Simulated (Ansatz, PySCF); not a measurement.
This PySCF input computes a BLYP/def2-TZVPD energy:

```python
from pyscf import gto, scf, dft

mol = gto.M(
    atom='''
    Ge   -0.00000000   -0.00000000   -0.04867710
    H     0.00000000    0.00000000    1.55766720
    ''',
    basis='def2-tzvpd',
    charge=0,
    spin=1,
    symmetry='C2v',
    verbose=4,
)

mf = dft.UKS(mol, xc='blyp').density_fit(auxbasis='def2-universal-jkfit')
mf.grids.level = 3
mf.conv_tol = 1e-9
mf.max_cycle = 100
mf.max_memory = 1500
mf.kernel()
if not mf.converged:
    mf = mf.newton()
    mf.kernel(mf.make_rdm1())
mf.analyze()
```

Task: Write an input for the same energy in Ansatz (a quantum-chemistry and plane-wave program) and say what it gives.

Result: 
Ansatz 0.2 input:
```yaml
crystal:
  periodic: [false, false, false]
  atoms:
    - {symbol: Ge, position_ang: [-0.00000000, -0.00000000, -0.04867710]}
    - {symbol: H, position_ang: [0.00000000, 0.00000000, 1.55766720]}
basis:
  gaussian:
    orbitals: def2-TZVPD
hamiltonian:
  xc: {name: BLYP}
magnetization: {spin_polarized: true, initial_magnetization: 1}
output: {forces: true}
```
It gives -2077.59011 Eh, and PySCF -2077.59014 Eh, a difference of 0.03 mEh, from the treatment of integrals and grids.
